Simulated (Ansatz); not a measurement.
CH₅AlBFO, relaxed with RKS PBE-D4/def2-SVP in Ansatz 0.2.0 from a rough embedded geometry. The force threshold is 0.03 eV/Å; the program also tests the step.

Charge 0, multiplicity 1. The bonds changed during the relaxation, so this is another structure than the one it started from.

Start:

```xyz
10

B    -0.790   -0.218   -1.098
C     0.108    0.567   -0.117
O     1.348    0.837   -0.723
F    -0.582    1.767    0.292
Al    0.390   -0.498    1.533
H    -0.296   -1.196   -1.690
H    -1.954   -0.365   -0.872
H     1.177    1.589   -1.318
H     1.418   -1.772    1.465
H    -0.819   -0.711    2.529
```

| step | energy (eV) | largest force (eV/Å) | largest move (Å) |
| --- | --- | --- | --- |
| 1 | -13134.9180 | 2.609 | 0.000 |
| 2 | -13135.5091 | 1.361 | 0.195 |
| 3 | -13135.8969 | 1.153 | 0.200 |
| 4 | -13136.0130 | 2.107 | 0.188 |
| 5 | -13136.1055 | 1.634 | 0.076 |
| 6 | -13136.2206 | 0.795 | 0.200 |
| 7 | -13136.2760 | 0.787 | 0.146 |
| 8 (rejected) | -13136.2655 | 2.263 | 0.195 |
| 9 | -13136.3354 | 0.166 | 0.094 |
| 10 | -13136.3753 | 0.398 | 0.100 |
| 11 | -13136.4010 | 1.530 | 0.145 |
| 12 | -13136.4535 | 0.722 | 0.200 |
| 13 | -13136.4783 | 0.353 | 0.101 |
| 14 | -13136.4902 | 0.316 | 0.110 |
| 15 | -13136.5093 | 0.226 | 0.078 |
| 16 | -13136.5245 | 0.240 | 0.149 |
| 17 | -13136.5411 | 0.293 | 0.198 |
| 18 | -13136.5564 | 0.273 | 0.156 |
| 19 | -13136.5725 | 0.195 | 0.200 |
| 20 (rejected) | -13136.5535 | 0.350 | 0.181 |
| 21 | -13136.5837 | 0.135 | 0.088 |
| 22 | -13136.5846 | 0.119 | 0.100 |
| 23 | -13136.5871 | 0.071 | 0.045 |
| 24 (rejected) | -13136.5867 | 0.085 | 0.012 |
| 25 | -13136.5875 | 0.007 | 0.006 |

End:

```xyz
10

B    -0.919   -0.240   -0.535
C     0.045    0.877   -0.705
O     1.316    0.782   -1.096
F    -0.285    2.156   -0.441
Al   -0.022   -0.986    1.209
H    -0.437   -1.365   -0.803
H    -2.113   -0.088   -0.404
H     1.788    1.608   -0.855
H     1.553   -0.835    1.472
H    -0.927   -1.909    2.157
```

Run time 34 s (4 threads of a server CPU on a shared host); peak host memory 0.2 GiB.
